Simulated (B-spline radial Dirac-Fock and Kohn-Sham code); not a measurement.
# Relativistic shifts of the levels of Pr⁵²⁺

System: Pr⁵²⁺, configuration [He] 2s2 2p3.

Both columns are ΔSCF binding energies of the configuration average from a radial finite-basis atomic code: non-relativistic Hartree-Fock with a point nucleus, and Dirac-Fock with a finite nucleus and the Coulomb interaction alone, averaged over the two j levels with weights 2j+1.

```
shell  Hartree-Fock (eV)  Dirac-Fock (eV)  shift (eV)  shift (%)
   1s            44659.7          46889.3    +2229.67      +4.99
   2s            10293.5          10938.2     +644.67      +6.26
   2p            10107.9          10364.0     +256.11      +2.53
```

Relativity binds 1s, 2s, 2p more strongly, among those listed most of all 2s in relative terms.

Values without a named source are computed, but for edge energies of neutral atoms, which are taken from tables.
